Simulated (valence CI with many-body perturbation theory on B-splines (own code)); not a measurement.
## Questions on Re III

Level of theory: valence CI with perturbative core correlation (CI+MBPT): five valence electrons over a frozen Dirac-Fock core [Xe] 4f14, a basis of 7 s, 7 p, 8 d, 6 f, 4 g, 1 h functions for each j, with the one-electron correlation potential Σ1, the two-electron term Σ2, the three-electron term Σ3, Breit, model QED; selected CI, second order for the rest, scaled by the run's own slope (own B-spline code, finite nucleus).

Set against measurement, 33 paired levels are off by 858 cm⁻¹ on average, the worst by 1367. Among the levels kept, up to 2200 cm⁻¹ of a level comes from second order outside the variational space, and about a tenth of that is noise between levels of different J, which matters for small intervals. Only levels of the ground parity were solved; by the run's estimate the other parity begins above the list, which can be wrong where configurations are misplaced. 1 measured level below the end of the list, from 36166 cm⁻¹ on, found no clear computed partner.

Names give the largest LS component (configuration and term), which can be under half, so a name can repeat, a term be missing and a line seem to break the LS rules; names also repeat where a configuration has a term twice.

Rates and lifetimes use the calculated energies. Strong lines usually hold to 10 to 20 %, long lifetimes can be off by a factor of two.

(1) What is the ground level?

(2) How well does LS coupling describe the low levels?

(3) What are the static dipole polarisabilities of the lowest levels?

(4) What is the ionisation energy?

Results:

(1) 5d5 6S_5/2, composition 89 % 5d5 6S + 8 % 5d5 4P, g = 1.960.

(2) Among the lowest 20 levels the leading LS term, summed over configurations, holds 62 % on average. For single configurations the figures are 58 % in LS and 50 % in jj coupling. Terms mix most in the J = 5/2 level at 14414 cm⁻¹, where the leading one holds 32 %.

(3) 5d5 6S_5/2 11.2 (tensor -0.088); 5d5 4G_5/2 12.1 (tensor -0.75); 5d4.6s 6D_1/2 19.3; 5d5 4P_3/2 14.4 bohr³, of which the core gives 1.70.

(4) 27.187 eV; NIST lists 27 ± 1.6 eV (theoretical).
